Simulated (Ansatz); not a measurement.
Computed with Ansatz on PBE0-D4/def2-TZVP structures; ΔE is electronic, products minus reactants. CBS: MP2 limit from def2 TZ/QZ plus the TZ coupled-cluster correction, frozen cores. DFT in def2-TZVPP. For Ge outer-core shells are correlated without core-valence functions, which leaves a few kJ/mol of doubt a bond. Scalar relativity is left out up to krypton. One conformer a species, not always the lowest.

Consider the substitution at a C–N bond: `CC(C)[NH][Ge]([Cl])([Cl])[Cl]` + `OBS` → `CC(C)OBS` + `[NH2][Ge]([Cl])([Cl])[Cl]`.

```
             level  ΔE (eV)
               PBE    -0.02
SCS-MP2/def2-TZVPP     0.05
   CCSD/def2-TZVPP     0.03
    MP2/def2-QZVPP     0.11
```

Q: What does CCSD(T)/CBS give? (Best estimate.)

A: Ansatz gave: +0.07 eV. The listed levels differ from it by -0.09, -0.02, -0.04, 0.04 eV.

Largest T1 diagnostic among the species: 0.013.

The D4 term adds +0.09 eV with B3LYP and +0.06 eV with PBE0; it sums over pairs of atoms, weighted by their polarisabilities, and B3LYP, whose exchange is more repulsive, gets the larger term. In def2-TZVPP, CCSD(T) changes the Hartree–Fock value by +0.15 eV (the triples alone add +0.02 eV) and MP2 by +0.20 eV.

B3LYP here is the variant with VWN-RPA as its local correlation; programs differ in this.
